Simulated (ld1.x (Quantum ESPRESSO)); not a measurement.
# sulfur (S): one change to a TM potential, before and after

| Property | Result |
| --- | --- |
| Element | sulfur |
| Generator | ld1.x (Quantum ESPRESSO) 7.5 |
| Type | norm-conserving Troullier–Martins (Kleinman–Bylander form) |
| Functional | LDA (PZ) |
| Relativity | scalar-relativistic |
| Frozen core | [Ne] |
| Valence charge | 6 |
| Reference configuration | 3s2 3p4 |
| Partial waves | 3s (bound): rc 1.45 bohr; 3p (bound): rc 1.75 bohr |
| Local potential | all-electron potential smoothed inside 1.30 bohr (lloc = -2) |
| Core correction | a·sin(br)/r model core inside 1.45 bohr |

Change: local potential all-electron potential smoothed inside 2.04 bohr (lloc = -2).

Cutoffs: the cutoffs (Ry, on a coarse ladder) from which the occupation-weighted sum of valence levels, in a spherical-Bessel basis at the reference potential, stays within 10 and 1 mRy of its value at 400 Ry; they do not see the model core or the augmentation charge, which bear on the density cutoff. Errors are all-electron minus pseudo energies relative to the spin-unpolarised reference configuration.

Task: Predict the effect on cutoff, ghosts and configuration errors.

Result: The potential gets neither clearly harder nor softer (35 Ry and 60 Ry → 40 Ry and 60 Ry); of the 9 tests that both files solve, the error grows in 0 and shrinks in 5 by more than 15 % and 0.3 meV (median size 7.1 → 3.4 meV); neither file shows a bound ghost. That the errors move this way runs against the usual rule that smaller radii transfer better.

```csv
quantity,base,changed
"cutoff, loose",35 Ry,40 Ry
"cutoff, tight",60 Ry,60 Ry
bound ghosts,none,none
"error for 3s2 3p3, meV [ΔE 11.86 eV]",+4.4,-0.8
"error for 3s2 3p2, meV [ΔE 34.24 eV]",+34,+3.4
"error for 3s2 3p1, meV [ΔE 68.39 eV]",+127,+33
"error for 3s2 3p3.5, meV [ΔE 4.71 eV]",+0.6,-0.4
"error for 3s0 3p6, meV [ΔE 20.61 eV]",+7.1,+5.7
"error for 3s2 3p4.3, meV [ΔE -1.74 eV]",+0.4,+0.2
"error for 3s1 3p5, meV [ΔE 10.24 eV]",+1.6,+0.9
"error for 3s2 3p4 (spin-polarised), meV [ΔE -0.71 eV]",+51,+51
"error for 3s2 3p3 (spin-polarised), meV [ΔE 9.90 eV]",+163,+158
```
